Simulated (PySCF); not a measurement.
Compound: C8H7S (doublet state).
Cartesian coordinates in Å at the GFN2-xTB level; atoms count from 1:
```xyz
16
C8H7S angstrom
C     -2.952   -1.360   -0.385
C     -1.838   -0.747   -0.189
C     -0.670   -0.095    0.012
C     -0.649    1.246    0.496
C      0.545    1.892    0.690
C      1.754    1.261    0.420
C      1.753   -0.053   -0.053
S      3.324   -0.808   -0.379
C      0.577   -0.732   -0.256
H     -3.480   -1.323   -1.331
H     -3.434   -1.954    0.382
H     -1.588    1.735    0.703
H      0.552    2.908    1.056
H      2.691    1.773    0.573
H      2.839   -1.984   -0.776
H      0.570   -1.750   -0.618
```

The hyperfine couplings belong to this conformer and change with its torsions.

As a line formula: `C=[C]c1cccc(S)c1` [radical].

Computed with UKS B3LYP, pcH-1 on C H S, non-relativistic, mean-field spin-orbit, GIAO in PySCF 2.14.0. Geometry: GFN2-xTB, one conformer, isolated molecule. The geometry wasn't refined by DFT: couplings that depend on bond lengths, twists or pyramidal angles can differ widely from those at the functional's own minimum. Stability of the SCF solution: not tested. ⟨S²⟩ is 0.784 where a pure state has 0.75.

Q: Predict the first-order ENDOR lines of H10/H11, H14, H12, H16 and H13 under fast tumbling at B = 1207.6 mT (Q band).

A: ν± = |νn ± a/2|, one line for each electron-spin manifold; νn = |g_N| × 7.62259 MHz/T × B.

```
 nuclei  isotope     g_N  νn (MHz)  a_iso (MHz)  lower line (MHz)  upper line (MHz)
H10/H11       1H  5.5857     51.42       125.64             11.40            114.23
    H14       1H  5.5857     51.42       -20.57             41.13             61.70
    H12       1H  5.5857     51.42       -17.52             42.66             60.17
    H16       1H  5.5857     51.42       -17.23             42.80             60.03
    H13       1H  5.5857     51.42         7.06             47.89             54.95
```

Q: Which pairs are centred on the nuclear Larmor frequency, and which on half the coupling?

A: Centred on νn, since |a| < 2νn: H14, H12, H16 and H13. Centred on |a|/2 and split by 2νn: H10/H11.

Q: At what field would the lower line of H16 fall to zero frequency?

A: Where νn = |a|/2, that is B = 8.61 MHz/(5.5857 × 7.62259 MHz/T) = 202 mT, as far as first order holds there.

Means are taken over nuclei equivalent by connectivity, which assumes that they swap fast.

Largest spin populations (Mulliken): C2 (+0.65), C6 (+0.32), C4 (+0.27) and C9 (+0.27). Four atoms exceed +0.15. The positive populations add up to 1.62 and the negative ones to -0.62, together 2S = 1.
